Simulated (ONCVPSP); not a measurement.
# Building the ONCV potential for mercury (Hg) (BLYP, scalar-relativistic).

Input for ONCVPSP 4.0.1:

```
# ATOM AND REFERENCE CONFIGURATION
# atsym  z   nc   nv     iexc    psfile
  Hg 80.00   10    4  -106131      upf
#
#   n    l    f
    1    0    2.00
    2    0    2.00
    2    1    6.00
    3    0    2.00
    3    1    6.00
    3    2   10.00
    4    0    2.00
    4    1    6.00
    4    2   10.00
    4    3   14.00
    5    0    2.00
    5    1    6.00
    5    2   10.00
    6    0    1.50
#
# PSEUDOPOTENTIAL AND OPTIMIZATION
# lmax
    2
#
#   l,   rc,      ep,       ncon, nbas, qcut
    0    1.25    0.00    3    6   10.40
    1    1.80    0.00    3    7    9.20
    2    1.70    0.00    4    8    7.50
#
# LOCAL POTENTIAL
# lloc, lpopt,  rc(5),   dvloc0
    4    3    0.90    6.00
#
# VANDERBILT-KLEINMAN-BYLANDER PROJECTORs
# l, nproj, debl
    0    2    3.20
    1    2    0.70
    2    1    1.50
#
# MODEL CORE CHARGE
# icmod, fcfact, rcfact
    3    3.00    1.55
#
# LOG DERIVATIVE ANALYSIS
# epsh1, epsh2, depsh
   -6.00    5.00    0.04
#
# OUTPUT GRID
# rlmax, drl
    6.00    0.01
#
# TEST CONFIGURATIONS
# ncnf
    4
# nvcnf
#   n    l    f
    4
    5    0    2.00
    5    1    6.00
    5    2   10.00
    6    0    2.00
#
    4
    5    0    2.00
    5    1    6.00
    5    2   10.00
    6    0    1.00
#
    4
    5    0    2.00
    5    1    6.00
    5    2   10.00
    6    0    0.00
#
    4
    5    0    2.00
    5    1    6.00
    5    2    8.00
    6    0    0.00
#
```

Command:

```bash
oncvpsp.x < Hg.dat > Hg.out
```

The program printed (shortened: citation, most of the input echo, consistency checks and plot data are left out):

```
ONCVPSP  (Optimized Norm-Conservinng Vanderbilt PSeudopotential)
scalar-relativistic version 4.0.1

#   n    l    f        energy (Ha)
    1    0    2.00    -3.0575611E+03
    2    0    2.00    -5.4202376E+02
    2    1    6.00    -4.6734926E+02
    3    0    2.00    -1.2873541E+02
    3    1    6.00    -1.0716726E+02
    3    2   10.00    -8.4497187E+01
    4    0    2.00    -2.8418206E+01
    4    1    6.00    -2.1348911E+01
    4    2   10.00    -1.2969346E+01
    4    3   14.00    -3.6793732E+00
    5    0    2.00    -4.5026063E+00
    5    1    6.00    -2.6016124E+00
    5    2   10.00    -5.1677530E-01
    6    0    1.50    -3.9184454E-01

Reference configufation results
  iterations    33
  all-electron total energy (Ha)   -1.96235814D+04

Begin loop to  construct optimized pseudo wave functions
and semi-local pseudopoentials for all angular momenta

Calculating optimized projector #   1

 for l=   0

    Fraction of norm inside rc  0.883836
    Optimizing pswf for qcut=  10.39 a_B^-1,  ecut=  53.94 Ha
    Residual kinetic energy error=  5.97D-06 Ha
 ERROR pspot:  first pseudo wave function has node,          program will stop
 ERROR pspot: try changing psp parameters for this l
```

The run stopped because the optimised pseudo-wave of the first projector has a node, so the radial equation cannot be inverted for a potential.

The run took about 0.22 s on one core of a shared server CPU.
